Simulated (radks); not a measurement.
Values are calculated unless marked as measured or tabulated.
Task: Ionisation of Mg2+, [Ne], to Mg3+, [He] 2s2 2p5, under several functionals. Non-relativistic Kohn-Sham, spin-unpolarised, spherical densities, point nucleus; a radial shooting solver on a logarithmic mesh with Libxc functionals. The NIST Atomic Spectra Database gives 80.144 eV (measured). Rank these functionals by the error of their Delta-SCF ionisation energy: TASK exchange with Perdew-Wang LDA correlation; PW91; revPBE; BLYP; Wu-Cohen GGA; AM05; Tao-Mo meta-GGA.

Result: From best to worst: AM05 81.029 eV (+0.885); revPBE 81.135 eV (+0.991); Wu-Cohen GGA 81.205 eV (+1.061); Tao-Mo meta-GGA 81.220 eV (+1.077); BLYP 81.239 eV (+1.096); PW91 81.373 eV (+1.229); TASK exchange with Perdew-Wang LDA correlation 83.369 eV (+3.225). Spin polarisation and multiplet splitting are left out, so open shells lie too high by an amount that depends on their filling.

Beside tabulated values, note that spin-unpolarised runs miss the spin-polarisation part of the exchange energy of open shells.
